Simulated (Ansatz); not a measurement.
One change: `CO[SiH2][SiH2]Cl` becomes `Cl[SiH2][SiH2][GeH3]`.

Ansatz, PBE0-D4/def2-TZVP geometries, multiplicity 1. Each molecule was computed in one conformer, which needn't be the lowest.

Scalar relativity is left out up to krypton.

| property | `CO[SiH2][SiH2]Cl` |
| --- | --- |
| LUMO energy (PBE/def2-TZVPP) / eV | -1.67 |
| HOMO energy (B3LYP/def2-TZVPP) / eV | -7.83 |
| HOMO–LUMO gap (PBE/def2-TZVPP) / eV | 5.17 |
| size of the dipole moment (B3LYP/def2-TZVPP) / D | 2.22 |
| size of the dipole moment (ωB97M-V/def2-TZVPP) / D | 2.25 |
| HOMO–LUMO gap (ωB97M-V/def2-TZVPP) / eV | 11.09 |

What does the change do to each property? (An estimate is asked.)

Computed: 
| property | `Cl[SiH2][SiH2][GeH3]` | shift |
| --- | --- | --- |
| LUMO energy (PBE/def2-TZVPP) / eV | -1.52 | 0.15 |
| HOMO energy (B3LYP/def2-TZVPP) / eV | -7.78 | 0.05 |
| HOMO–LUMO gap (PBE/def2-TZVPP) / eV | 5.36 | 0.19 |
| size of the dipole moment (B3LYP/def2-TZVPP) / D | 1.31 | -0.91 |
| size of the dipole moment (ωB97M-V/def2-TZVPP) / D | 1.31 | -0.94 |
| HOMO–LUMO gap (ωB97M-V/def2-TZVPP) / eV | 11.05 | -0.04 |

With PBE0 the HOMO rises by 0.05 eV and the LUMO rises by 0.10 eV, so the gap widens by about 0.05 eV. PBE moves the HOMO by -0.04 eV and ωB97M-V by 0.12 eV. Dipoles are sizes alone; their direction can turn.

B3LYP here is the variant with VWN-RPA as its local correlation; programs differ in this.
